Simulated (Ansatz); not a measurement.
A made-up structure of MgBH2OF, singlet:

O1  (-0.139, 0.571, 0.154)
B2  (1.062, 1.120, -0.161)
Mg3  (-0.401, -1.675, -0.171)
F4  (-0.643, -3.405, -0.407)
H5  (1.117, 2.253, 0.029)
H6  (-0.818, 1.171, 0.500)
(Å)

It is relaxed with PBE-D4/def2-SVP and then PBE0-D4/def2-TZVP (Ansatz 0.2.0). Atoms count as bonded within 1.22 times the sum of their covalent radii (H–H: 0.88 Å). The end point is not checked to be a true minimum.

(1) Does its bonding change? (A judgement: the text doesn't fix the answer.)

Answers

(1) The calculation gives: Yes. Formed: B2–Mg3; broken: O1–Mg3.

Where it ends: The first stage lowers the energy by 2.59 eV in 16 steps. It ends as MgBH₂OF ([OH][BH][Mg][F]):
```json
{"atom": "O1", "x (Å)": "-0.8255", "y (Å)": "1.1936", "z (Å)": "0.5069"}
{"atom": "B2", "x (Å)": "0.2693", "y (Å)": "0.5630", "z (Å)": "0.0110"}
{"atom": "Mg3", "x (Å)": "0.1282", "y (Å)": "-1.6867", "z (Å)": "-0.3567"}
{"atom": "F4", "x (Å)": "0.0607", "y (Å)": "-3.4235", "z (Å)": "-0.6548"}
{"atom": "H5", "x (Å)": "1.2472", "y (Å)": "1.2474", "z (Å)": "-0.2010"}
{"atom": "H6", "x (Å)": "-0.7013", "y (Å)": "2.1400", "z (Å)": "0.6390"}
```

Labels in which every atom is bracketed show which atoms are joined, not bond orders.

For scale, one of the runs: PBE0-D4/def2-TZVP relaxation, 137 basis functions, launched by `ansatz run in.yaml --threads 2 --pin off --events-out ev --progress --plain --max-ram 4352MiB`. The run took about 14 s on 2 CPU threads of an Arm Neoverse V2 (shared host).
